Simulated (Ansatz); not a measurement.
`B[NH][AlH][SeH]`, charge 0, multiplicity 1.

Task: Give a relaxed structure at PBE0-D4/def2-TZVP (the Gaussian-basis code of Ansatz). (Best estimate.)

Result: The calculation gave: 
Z-matrix (Å, degrees):
```
B
N 1 1.403
H 1 1.199 2 120.8
H 1 1.201 2 118.5 3 -180.0
Al 2 1.800 1 122.4 3 179.9
H 2 1.011 1 116.3 3 0.0
Se 5 2.317 2 119.3 1 -179.6
H 5 1.570 2 121.1 1 0.4
H 7 1.469 5 92.5 2 0.1
```
Point group Cs.
This is one stationary point; other conformers may exist.
